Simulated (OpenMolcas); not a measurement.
Multiconfigurational calculation on Pd3+

Pd3+ among 5 point charges of -2 e arranged as a trigonal bipyramid (D3h), 1.7 Å from the ion, with the axial distance 1.734 Å. The active orbitals were held to one l.

Input:

```
&GATEWAY
Coord
1

Pd 0.0 0.0 0.0
Basis=ANO-RCC-VDZP
Group=NoSym
NoMove
AngMom=0.0 0.0 0.0
AMFI
XField
5 Angstrom 0
1.700000 0.000000 0.000000 -2.000000
-0.850000 1.472243 0.000000 -2.000000
-0.850000 -1.472243 0.000000 -2.000000
0.000000 0.000000 1.734000 -2.000000
0.000000 0.000000 -1.734000 -2.000000
&SEWARD
&RASSCF
FileOrb=start.orb
Symmetry=1
Spin=4
nActEl=7 0 0
Inactive=18
Ras2=5
CIRoot=10 10 1
SDav=10
CIMx=300
Iter=120 100
PrWF=0.3
OrbListing=Nothing
MaxOrb=0
SupSym
1
15 10 11 12 13 14 19 20 21 22 23 32 33 34 35 36
>>> COPY $Project.JobIph JOB001
&RASSCF
FileOrb=start.orb
Symmetry=1
Spin=2
nActEl=7 0 0
Inactive=18
Ras2=5
CIRoot=40 40 1
SDav=40
CIMx=300
Iter=120 100
PrWF=0.3
OrbListing=Nothing
MaxOrb=0
SupSym
1
15 10 11 12 13 14 19 20 21 22 23 32 33 34 35 36
>>> COPY $Project.JobIph JOB002
&RASSI
NrOfJobIphs=2 10 40
1 2 3 4 5 6 7 8 9 10
1 2 3 4 5 6 7 8 9 10 11 12 13 14 15 16 17 18 19 20 21 22 23 24 25 26 27
28 29 30 31 32 33 34 35 36 37 38 39 40
IphNames
JOB001
JOB002
EJob
SpinOrbit
DIPRint=1.0
SOCoupling=1000.0
Subsets=2
Property=9
'ANGMOM' 1 'ANGMOM' 2 'ANGMOM' 3 'MLTPL  1' 1 'MLTPL  1' 2 'MLTPL  1' 3
'AMFI' 1 'AMFI' 2 'AMFI' 3
SOProperty=3
'ANGMOM' 1 'ANGMOM' 2 'ANGMOM' 3
```

Launched by
```bash
OMP_NUM_THREADS=1 MOLCAS_MEM=1689 MOLCAS_PROJECT=a pymolcas a.inp > a.log  # once for each step of the input, in one work folder
```

A driver script runs the steps one by one and writes start.orb anew before each from the orbitals found so far.

Output, cut to the results:

```
--- SEWARD ---
Basis set label: PD.ANO-RCC...6S5P3D1F.

      Electronic valence basis set:
      ------------------
      Associated Effective Charge  46.000000 au
      Associated Actual Charge     46.000000 au
      Nuclear Model: Point charge

      Shell  nPrim  nBasis  Cartesian Spherical Contaminant
         s      21       6        X
         p      18       5        X
         d      13       3                 X
         f       6       1                 X
                  Relativistic Douglas-Kroll-Hess integrals:
                    - DKH order of Hamiltonian: 2
                    - DKH order of Properties : 0
                  Atomic mean-field integrals
--- RASSCF ---
Wave function specifications:
      -----------------------------

      Number of closed shell electrons          36
      Number of electrons in active shells       7
      Max number of holes in RAS1 space          0
      Max nr of electrons in RAS3 space          0
      Number of inactive orbitals               18
      Number of active orbitals                  5
      Number of secondary orbitals              20
      Spin quantum number                      1.5
      State symmetry                             1
Orbital specifications:
      -----------------------

      Symmetry species                           1
                                                 a
      Frozen orbitals                            0
      Inactive orbitals                         18
      Active orbitals                            5
      RAS1 orbitals                              0
      RAS2 orbitals                              5
      RAS3 orbitals                              0
      Secondary orbitals                        20
      Deleted orbitals                           0
      Number of basis functions                 43
      Number of CSFs                            10
      Number of root(s) required                10
      Iter CI   SX   CI       RASSCF       Energy    max ROT     max BLB   max BLB  Level Ln srch  Step   QN
          iter iter root      energy       change     param      element    value   shift minimum  type update
 Nr of preliminary CI iterations:   1
      Total energies have been shifted. Add                -5000.00 au
        1   1    7    0   -48.74677406    0.00E+00   2.07E-01*  21  34 1  5.81E-01*  0.00   0.00    SX    NO
        2   1    8    0   -49.10975799   -3.63E-01*  5.33E-02   16  29 1  2.11E-01*  0.00   0.00    SX    NO
        3   1    7    0   -49.13130142   -2.15E-02*  3.00E-02   21  34 1  5.97E-02*  0.00   0.00    SX    NO
        4   1    7    0   -49.13603181   -4.73E-03*  1.72E-02   18  31 1  3.73E-02*  0.00   0.00    SX    NO
        5   1    6    0   -49.13737923   -1.35E-03*  5.95E-03   18  31 1 -1.99E-02*  0.00   0.64    QN   YES
        6   1    5    0   -49.13801815   -6.39E-04*  2.22E-04   21  34 1  6.23E-04*  0.00   1.03    QN   YES
        7   1    4    0   -49.13801883   -6.75E-07*  9.70E-06   16  26 1 -2.75E-05   0.00   1.00    QN   YES
        8   1    3    0   -49.13801883   -8.72E-10   1.76E-06   16  26 1 -3.98E-06   0.00   1.19    QN   YES
      Convergence after  8 iterations
        9   1    3    0   -49.13801883   -1.55E-11   1.76E-06   18  31 1 -1.66E-07   0.00   1.19    QN   YES
      Natural orbitals and occupation numbers for root  1
      sym 1:   1.104783   1.895217   1.000000   1.895217   1.104783
      Natural orbitals and occupation numbers for root  2
      sym 1:   1.500000   1.500000   1.000000   1.500000   1.500000
      Natural orbitals and occupation numbers for root  3
      sym 1:   1.500000   1.500000   1.000000   1.500000   1.500000
::    RASSCF root number  1 Total energy:  -5049.19292259
::    RASSCF root number  2 Total energy:  -5049.18330535
::    RASSCF root number  3 Total energy:  -5049.18330535
::    RASSCF root number  4 Total energy:  -5049.16979313
::    RASSCF root number  5 Total energy:  -5049.16979312
::    RASSCF root number  6 Total energy:  -5049.11308490
::    RASSCF root number  7 Total energy:  -5049.11308488
::    RASSCF root number  8 Total energy:  -5049.10693349
::    RASSCF root number  9 Total energy:  -5049.07398275
::    RASSCF root number 10 Total energy:  -5049.07398274
--- RASSCF ---
Wave function specifications:
      -----------------------------

      Number of closed shell electrons          36
      Number of electrons in active shells       7
      Max number of holes in RAS1 space          0
...
--- RASSI ---
SPIN-FREE ENERGIES:
  (Shifted by EMIN (a.u.) =      -5049.1929225895)

 SF State       Relative EMIN(au)   Rel lowest level(eV)    D:o, cm**(-1)      L_eff

     1             0.0000000000        0.0000000000              0.0000         3.0
     2             0.0096172355        0.2616983089           2110.7392         3.0
     3             0.0096172355        0.2616983089           2110.7392         3.0
     4             0.0231294640        0.6293847787           5076.3306         2.9
     5             0.0231294668        0.6293848555           5076.3312         2.9
    11             0.0394831782        1.0743920119           8665.5560         3.9
    12             0.0394831916        1.0743923780           8665.5589         3.9
    13             0.0797904673        2.1712092243          17511.9834         4.3
    14             0.0797904685        2.1712092576          17511.9837         4.3
     6             0.0798376899        2.1724942181          17522.3476         3.0
     7             0.0798377052        2.1724946340          17522.3509         3.0
    15             0.0801686250        2.1814994189          17594.9794         4.5
    16             0.0801686250        2.1814994189          17594.9794         4.5
     8             0.0859891043        2.3398827313          18872.4270         1.1
    17             0.0865241259        2.3544414097          18989.8506         3.5
    18             0.0904938931        2.4624642790          19861.1138         4.2
    19             0.0904938931        2.4624642790          19861.1138         4.2
    20             0.0956834873        2.6036803302          21000.0981         2.6
    21             0.0956834886        2.6036803668          21000.0984         2.6
    22             0.1021483902        2.7795992990          22418.9803         3.3
    23             0.1137384060        3.0949796980          24962.6947         4.7
...
```

Spin-orbit levels above the lowest (labels of D3, the rotations of D3h):

```tsv
E (cm-1)	Degeneracy	Label	2S+1	g
0.0	2	E1/2	4	1.92 5.65 5.65
538.0	2	E3/2	4	0.00 0.00 5.77
541.6	2	E3/2	4	0.00 0.00 11.98
2215	2	E1/2	4	0.00 0.00 8.01
3263	2	E1/2	4 (84 %)	0.00 0.00 5.16
4722	2	E1/2	4	0.00 0.00 6.56
4853	2	E3/2	4 (89 %)	0.00 0.00 0.78
6118	2	E3/2	4	0.00 0.00 3.56
6546	2	E1/2	4	0.62 3.45 3.45
7424	2	E1/2	4	1.92 1.92 3.43
9365	2	E1/2	2 (79 %)	0.00 0.00 6.27
11772	2	E3/2	2 (89 %)	0.00 0.00 2.02
15830	2	E1/2	4 (64 %)	0.00 0.00 9.10
17249	2	E3/2	2 (84 %)	0.00 0.00 4.11
17981	2	E1/2	4	0.00 0.00 5.91
18303	2	E1/2	2 (76 %)	0.00 0.00 7.13
18460	2	E1/2	2 (58 %)	0.19 0.19 0.42
18765	2	E3/2	2	0.00 0.00 9.99
18830	2	E3/2	4 (70 %)	0.00 0.00 4.59
19470	2	E3/2	4 (85 %)	0.00 0.00 2.68
```

Without dynamic correlation the repulsion within the d shell is too large (B by tens of per cent), so at a given field states of lower spin stand too high. This shell can be high or low spin here, a state of another spin lies low, and with metal d orbitals alone active their balance is uncertain, so the ground spin may be wrong. Point charges give a weaker field than real ligands, and real ions of this kind are as a rule low spin; the high spin found here belongs to the model. Point charges carry no covalency, so the field is a model and not that of real ligands. An unlabelled pair can be two single states that coincide in this model. No measured value stands beside these numbers.

The RASSCF and RASSI steps took 11 s on 1 thread of Arm Neoverse V1 (shared host); the integral step is not counted.
